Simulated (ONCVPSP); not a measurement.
## Pd (Z = 46): one change to an ONCV potential, before and after

```json
{
  "Element": "Pd (Z = 46)",
  "Generator": "ONCVPSP 4.0.1",
  "Type": "optimised norm-conserving Vanderbilt (ONCV)",
  "Functional": "PBE",
  "Relativity": "scalar-relativistic",
  "Frozen core": "[Kr]",
  "Valence charge": "10",
  "Reference configuration": "4d9 5s1",
  "Partial waves": "5s: rc 2.35 bohr, ncon 5, nbas 8, qcut 2.7 1/bohr, 2 projectors, debl 0.8 Ha; p scattering state at 0.21 Ha: rc 2.00 bohr, ncon 4, nbas 7, qcut 4.2 1/bohr, 3 projectors, debl 0.4 Ha; 4d: rc 2.00 bohr, ncon 4, nbas 9, qcut 7.5 1/bohr, 2 projectors, debl 2.1 Ha",
  "Local potential": "polynomial inside 1.35 bohr (lpopt 5, dvloc0 0 Ha)",
  "Core correction": "Teter function, fcfact 5.5, rcfact 1.65"
}
```

All-electron outer shells of the reference configuration (PBE, scalar-relativistic, ld1.x):

| shell | level (eV) | outermost node (bohr) | outermost maximum (bohr) |
| --- | --- | --- | --- |
| 4p | -54.47 | 0.46 | 0.91 |
| 4d | -6.69 | 0.45 | 1.09 |
| 5s | -4.35 | 1.15 | 2.58 |

Change: functional Wu-Cohen.

Cutoffs: the cutoffs (Ha) at which the residual kinetic energy of the hardest occupied pseudo-wave falls to 1 and 0.1 mHa per electron; they do not see the model core or the augmentation charge, which bear on the density cutoff. Errors are all-electron minus pseudo energies relative to the spin-unpolarised reference configuration.

Question: How do hardness, ghosts and transferability respond?

Answer: The potential gets neither clearly harder nor softer (21 Ha and 24 Ha → 21 Ha and 24 Ha); both files keep a bound ghost (p, s); of the 4 tests that both files solve, the error grows in 0 and shrinks in 2 by more than 15 % and 0.3 meV (median size 123.7 → 86.9 meV).

| quantity | base | changed |
| --- | --- | --- |
| cutoff, loose | 21 Ha | 21 Ha |
| cutoff, tight | 24 Ha | 24 Ha |
| loose cutoff by channel | s 3.8 Ha, d 21 Ha | s 3.8 Ha, d 21 Ha |
| bound ghosts | s, p | s, p |
| GHOST(+) flags under 300 eV | none | none |
| error for 4d10 5s0, meV [ΔE -1.50 → -1.53 eV] | -48 | -48 |
| error for 4d9 5s0, meV [ΔE 7.61 → 7.60 eV] | -48 | -19 |
| error for 4d8 5s0, meV [ΔE 28.43 → 28.42 eV] | -199 | -126 |
| error for 4d7 5s0, meV [ΔE 62.79 eV] | -642 | -552 |
| s: phases at 2.39 bohr within 0.05 rad from the reference energy up to (Ha; the scan ends near 5) | n/a | 2.6 |
| p: phases at 2.03 bohr within 0.05 rad from the reference energy up to (Ha; the scan ends near 5) | to the end of the scan | to the end of the scan |
| d: phases at 2.03 bohr within 0.05 rad from the reference energy up to (Ha; the scan ends near 5) | to the end of the scan | to the end of the scan |
| rms error of d²Exc/dni dnj with the model core, mHa | 2.04 | 1.34 |

 A true bound ghost makes a file unfit for plane-wave use even where its test errors are small: the radial tests pick states by their node count and pass the ghost by.
